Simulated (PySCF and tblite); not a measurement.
Results of a calculation; reference values are marked as such.
System: C4H6BBrO2, numbered as in [CH2:1]=[CH:2][O:3][B:4]([OH:5])[C:6](=[CH2:7])[Br:8].

For the rotation about the B4–O5 bond (torsion O3–B4–O5–H from 180° to 360°, rising): electronic barrier 9.69 kcal/mol, zero-point change -1.27 kcal/mol, thermal and entropy terms at 298.15 K a further -0.07 kcal/mol (symmetry numbers apart). The minimum is Cs, the saddle C1. Geometries: GFN2-xTB; energies: PBE0/pcSseg-1 + D3(BJ), IEF-PCM acetonitrile; zero-point and thermal terms from GFN2-xTB harmonic modes (soft modes blended into free rotors). Rates follow Eyring's equation with the number of equivalent paths and no tunnelling. Programs: tblite and PySCF.

Task: How many equivalent paths lead out of the minimum?

Result: 2: the symmetry number of the minimum is 1, that of the saddle displaced along its mode 1, and the displaced saddle is chiral while the minimum is not, which doubles the count.

Task: Work out the rate at 298.15 K.

Result: ΔG‡ = 8.35 kcal/mol; k_B T/h = 6.2×10¹² s⁻¹; exp(−ΔG‡/RT) = 7.6×10⁻⁷; times 2 gives k = 9.4×10⁶ s⁻¹.

Spin–orbit effects of heavy atoms on shieldings are missing.
